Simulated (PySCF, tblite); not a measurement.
Isomers of C4H5Cl2FSi, one GFN2-xTB conformer each. Single-point energies are computed at PBE0/pcSseg-1 (PySCF, gas phase, no added dispersion term), electronic only.

| SMILES | GFN2-xTB relative energy (kJ/mol) |
| --- | --- |
| FCC=C=C[SiH](Cl)Cl | 132.2 |
| F[Si@H](Cl)C1=C(Cl)CC1 | 0.0 |

Conformers: `[F:1][CH2:2][CH:3]=[C:4]=[CH:5][SiH:6]([Cl:7])[Cl:8]` with F1–C2–C3–C4 2°, C4–C5–Si6–Cl7 -15°; `[F:1][Si@H:2]([Cl:3])[C:4]1=[C:5]([Cl:6])[CH2:7][CH2:8]1` with F1–Si2–C4–C5 -173°.

Task: What does PBE0/pcSseg-1 give for the same structures?

Result: 
```
                SMILES  PBE0/pcSseg-1 E (Eh)  PBE0/pcSseg-1 (kJ/mol)  GFN2-xTB (kJ/mol)  point group
F[Si@H](Cl)C1=C(Cl)CC1           -1464.46031                     0.0                0.0           C1
    FCC=C=C[SiH](Cl)Cl           -1464.42867                    83.1              132.2           C1
```

Both levels put the same isomer lowest. As drawn, the lower has a four-membered ring and an Si–F bond, which the higher lacks; the higher has cumulated double bonds, which the lower lacks.

Task: Which frontier levels, dipoles and rotational constants go with these structures?

Result: 
```
                SMILES  HOMO (eV, PBE0/pcSseg-1)  LUMO (eV)  dipole (D)       A, B, C (MHz)
F[Si@H](Cl)C1=C(Cl)CC1                     -7.58      -1.00        2.30  1657, 782.2, 598.5
    FCC=C=C[SiH](Cl)Cl                     -7.67      -0.82        2.30  2229, 541.8, 486.3
```

Task: What happens when harmonic zero-point energies from GFN2-xTB frequencies are added?

Result: 
```
                SMILES  ZPE (kJ/mol)  electronic (kJ/mol)  with ZPE (kJ/mol)
F[Si@H](Cl)C1=C(Cl)CC1         209.0                  0.0                0.0
    FCC=C=C[SiH](Cl)Cl         201.2                 83.1               75.2
```

The zero-point energies span 7.8 kJ/mol. The order is unchanged.
